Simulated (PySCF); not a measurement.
# Telling isomers of C3H15NSi3 apart by NMR

Single conformer, non-relativistic, no solvent model, one averaged value for each set of equivalent atoms. GIAO PBE0/pcSseg-1 shieldings; geometry: GFN2-xTB; PySCF 2.14.

Chemical shifts δ = σref − σ; TMS for $^{1}$H (31.72 ppm) and $^{13}$C (186.93 ppm), all at this level. Where no couplings were computed, multiplicities follow the n + 1 count of equivalent neighbours, and m marks all less simple cases (inequivalent or close neighbours, rings, F or P nearby). Shifts are as computed. Against solution values, carbons near 30 ppm lie about +3 ppm off and those near 130 ppm about +5 ppm. Of 1211 compounds with measured shifts, 218 miss one by over three times the rms of a fit or turn the order of signals round; such compounds aren't used in these exercises. OH and NH positions are gas-phase values without hydrogen bonding to other molecules.

(1) Tabulate the signals of `CN(C)[SiH2][Si@H](C)[SiH3]`, `CC(C)[Si](N)([SiH3])[SiH3]` and their relative energies.

(2) What is the quickest way to tell CN(C)[SiH2][Si@H](C)[SiH3] from CC(C)[Si](N)([SiH3])[SiH3]?

Answers

(1) 
```json
{"SMILES": "CN(C)[SiH2][Si@H](C)[SiH3]", "carbon types": "3×CH3", "δC": "43.6, -8.6", "δH": "5.01 (m, 1H), 4.81 (m, 1H), 4.14 (m, 1H), 3.39 (d, 3H), 2.66 (s, 6H), 0.30 (d, 3H)", "E rel. (kcal/mol)": "9.0"}
{"SMILES": "CC(C)[Si](N)([SiH3])[SiH3]", "carbon types": "1×CH 2×CH3", "δC": "23.8, 21.5", "δH": "3.36 (s, 6H), 1.21 (m, 6H), 1.14 (m, 1H), -0.28 (br s, 2H)", "E rel. (kcal/mol)": "0.0"}
```

Energies are electronic energies at PBE0/pcSseg-1 on these geometries, without zero-point or thermal terms, each for the one conformer computed, which needn't be the lowest.

(2) Both give the same number of carbon signals, but DEPT or the intensities differ. The first has a methyl carbon bonded to Si (CH3) at -8.6 ppm, the second an sp3 CH bonded to Si at 23.8 ppm. Their most deshielded carbons lie at 43.6 and 23.8 ppm. In the proton spectra the most deshielded non-exchanging signals are 5.01 (m, 1H) and 3.36 (s, 6H).
